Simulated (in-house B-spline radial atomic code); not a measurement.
Configurations of In+, with energies counted from [Kr] 4d10 5s2. All numbers are computed (non-relativistic M06-L, spin-polarised, spherical fractional occupations; point nucleus) with an all-electron radial atomic-structure program (B-spline basis), not measured. Shells without spins written out take the highest spin.

Occupations are held fixed; configurations that lie above the ionisation limit could autoionise.

| configuration | E - E(ref) (eV) | highest orbital | its <r> (bohr) |
| --- | --- | --- | --- |
| [Kr] 4d10 5s1 5p1 | 5.2706 | 5p up | 3.085 |
| [Ar] 3d10 4s2 4p5 4d10 5s2 6s1 | 87.388 | 6s up | 5.894 |
| [Ar] 3d10 4s2 4p(3 up, 2 down) 4d10 5s2 5d(0 up, 1 down) | 88.591 | 5d down | 4.813 |
| [Ar] 3d(4 up, 5 down) 4s2 4p6 4d10 5s2 6p(1 up, 0 down) | 464.49 | 6p up | 6.978 |

Task: Order these further configurations by energy, lowest first.
A. [Ar] 3d9 4s2 4p6 4d10 5s2 5d1
B. [Kr] 4d9 5s2 5p1
C. [Ar] 3d(4 up, 5 down) 4s2 4p6 4d10 5s2 5p(0 up, 1 down)
D. [Kr] 4d(5 up, 4 down) 5s2 5d(0 up, 1 down)
E. [Kr] 4d10 5s1 5d1

Result: E (12.234 eV), B (21.273 eV), D (29.159 eV), C (456.52 eV), A (464.41 eV).
